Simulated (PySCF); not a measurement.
Computed IR spectrum (relative IR intensity) of a molecule C3H7NOSi. Geometry optimised at ωB97X-D3(BJ)/def2-SVP. The values are those of a single conformer. Level of theory: ωB97X-D3(BJ)/def2-SVP run with PySCF. Frequencies are harmonic and unscaled.

Lines under 2 % of the strongest are left out, and lines within 2 cm⁻¹ are merged.

ν (cm⁻¹): 275 (s), 400 (w), 469 (w), 678 (vw), 693 (s), 753 (m), 781 (w), 803 (w), 888 (m), 914 (s), 930 (s), 1013 (s), 1028 (m), 1102 (m), 1177 (m), 1254 (vw), 1309 (vs), 1346 (s), 1409 (m), 1462 (w), 1503 (vw), 1774 (s), 2242 (vs), 2290 (s), 3001 (m), 3061 (m), 3205 (w), 3229 (w), 3680 (m) (against the strongest line: vs over 80 %, s over 45 %, m over 15 %, w over 4 %, vw less)

Identify the compound among the candidates.
A) C[C@@H](C#N)[SiH2]O
B) CCC1=N[SiH2]O1
C) N[SiH2]C1=COC1
D) C1=CO[SiH2]NC1

D, C1=CO[SiH2]NC1
